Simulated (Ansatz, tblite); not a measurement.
Isomers of Pb4S3 (singlet), found by a short tight-binding search and relaxed with r2SCAN-D4/def2-SVP in Ansatz.

In the def2 sets Pb takes a core potential; there is no spin–orbit coupling. The xTB rows come from tblite. B3LYP takes the VWN-RPA correlation. HSE06 is defined as in plane-wave codes, on full-range PBE exchange. Correlated methods freeze 31 core orbitals; core or outer-core shells of Pb are correlated, in sets that lack core-valence functions.

Run but left out: HF/def2-SVP (A: restricted singlet, unstable towards broken spin symmetry).

A: The restricted singlet is unstable towards broken spin symmetry in Hartree–Fock (as tested in another run); at PBE-D4/def2-TZVP, r2SCAN-D4/def2-TZVP, B3LYP-D4/def2-TZVP, PBE0-D4/def2-TZVP and others this wasn't settled. At CCSD(T)/def2-SVP the restricted singlet (for correlated methods, its reference) is unstable: a solution with broken spin symmetry lies lower. B: The restricted singlet is unstable towards broken spin symmetry in Hartree–Fock (as tested in another run); at PBE-D4/def2-TZVP, r2SCAN-D4/def2-TZVP, B3LYP-D4/def2-TZVP, PBE0-D4/def2-TZVP and others this wasn't settled. At CCSD(T)/def2-SVP the restricted singlet (for correlated methods, its reference) is unstable: a solution with broken spin symmetry lies lower.

Other spin states weren't relaxed.

A:

Cartesian coordinates in Å:
```
Pb -2.287 -0.876 -0.021
Pb 0.231 -1.892 1.536
Pb -0.882 2.265 -0.234
Pb 2.277 -0.389 -0.794
S 0.020 -1.701 -1.177
S -0.858 0.576 1.792
S 1.500 2.017 -1.103
```

B:

```xyz
7

Pb   -0.796    2.206   -1.046
Pb   -1.464   -1.337   -0.115
Pb    1.383   -1.026    2.265
Pb    1.980    0.832   -0.042
S     1.213   -1.774   -0.312
S    -1.870    0.214   -2.168
S    -0.447    0.885    1.418
```

C:

Cartesian coordinates in Å:
```
Pb 0.278 -0.220 2.053
Pb 1.641 0.865 -1.337
Pb -1.675 1.310 -0.841
Pb -0.443 -1.799 -1.340
S -1.984 -0.895 0.676
S 0.389 2.141 0.679
S 1.793 -1.403 0.110
```

Q: Estimate which lies lowest at each level, and how far above it the others are (eV).

A: 
| level | A | B | C |
| --- | --- | --- | --- |
| GFN1-xTB | 1.30 | 1.25 | 0.00 |
| GFN2-xTB | 0.80 | 1.04 | 0.00 |
| PBE-D4/def2-TZVP | 1.05 | 1.04 | 0.00 |
| r2SCAN-D4/def2-TZVP | 1.13 | 1.06 | 0.00 |
| B3LYP-D4/def2-TZVP | 1.05 | 1.05 | 0.00 |
| PBE0-D4/def2-TZVP | 1.19 | 1.12 | 0.00 |
| HSE06-D4/def2-TZVP | 1.18 | 1.11 | 0.00 |
| MP2/def2-SVP | 1.14 | 1.14 | 0.00 |
| CCSD/def2-SVP | 1.24 | 1.11 | 0.00 |
| CCSD(T)/def2-SVP | 1.16 | 1.08 | 0.00 |
Point groups (tolerance 0.1 Å): A C2, B not assigned, C C3v. Lower isomers may exist.
